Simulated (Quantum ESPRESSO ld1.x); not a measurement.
Values are calculated unless marked as measured or tabulated.
Problem. Species: Tc27+. Configuration: [Ne] 3s2 3p4 (the NIST ground configuration). Level of theory: scalar-relativistic Kohn-Sham, LDA (Slater exchange, VWN5 correlation), spin-polarised, spherical densities, point nucleus; open shells are filled with parallel spins first (ld1.x of Quantum ESPRESSO 7.5). Some entries of the table are withheld. Estimate them.

orbital,occ.,eigenvalue (eV),<r> (bohr)
1s up,1,-22140.1,0.03432
1s down,1,-22136.4,0.03431
2s up,1,-4235.20,0.1481
2s down,1,-4231.92,0.1481
2p up,3,-3935.50,0.1288
2p down,3,-3931.52,0.1288
3s up,1,-1560.26,0.3688
3s down,1,-1550.56,0.3694
3p up,3,-1464.18,0.3587
3p down,1,-1454.37,0.3593
3d up,0,(1),0.3200
3d down,0,(2),0.3199
4s up,0,-793.233,0.7038
4s down,0,-789.879,0.7061

Solution. 
(1) 3d up eigenvalue (eV): -1334.52
(2) 3d down eigenvalue (eV): -1325.74
